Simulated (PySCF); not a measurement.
An equivalent PySCF input for C (carbon, neutral), [He] 2s2 2p2, high-spin 3P determinant, with the non-relativistic Hamiltonian (point nucleus):

```python
from pyscf import gto, scf, dft, mp, cc
import basis_set_exchange as bse
mol = gto.M(atom="C 0 0 0", charge=0, spin=2, symmetry="D2h",
            basis=gto.basis.parse(bse.get_basis("pcseg-2", elements=["C"], fmt="nwchem", header=False)))
mf = dft.UKS(mol, xc="PBE")
mf.irrep_nelec = {'Ag': (2, 2), 'B1u': (1, 0), 'B2u': (1, 0)}
mf.kernel()
```

It reaches the same state as the run whose output follows, with an energy that differs only through the grid. The run itself started from symmetry-adapted Hartree-Fock orbitals and held the occupation by maximum overlap, on a logarithmic radial grid, so the iterations belong to that start.

```
SCF conv_tol = 1e-09
number electrons alpha = 4  beta = 2
XC functionals = PBE
    J. P. Perdew, K. Burke, and M. Ernzerhof.,  Phys. Rev. Lett. 77, 3865 (1996)
    J. P. Perdew, K. Burke, and M. Ernzerhof.,  Phys. Rev. Lett. 78, 1396 (1997)
    J. P. Perdew, K. Burke, and M. Ernzerhof.,  Phys. Rev. Lett. 77, 3865 (1996)
    J. P. Perdew, K. Burke, and M. Ernzerhof.,  Phys. Rev. Lett. 78, 1396 (1997)
cycle= 1 E= -37.7959505772262  delta_E= -0.00375  |g|= 0.00691  |ddm|= 0.109
cycle= 2 E= -37.7959785136764  delta_E= -2.79e-05  |g|= 0.00124  |ddm|= 0.00617
cycle= 3 E= -37.7959791593874  delta_E= -6.46e-07  |g|= 0.000699  |ddm|= 0.00179
cycle= 4 E= -37.7959795329946  delta_E= -3.74e-07  |g|= 1.28e-05  |ddm|= 0.000871
cycle= 5 E= -37.7959795331179  delta_E= -1.23e-10  |g|= 6.72e-07  |ddm|= 1.66e-05
converged SCF energy = -37.7959795331179  <S^2> = 2.0026663  2S+1 = 3.001777
```
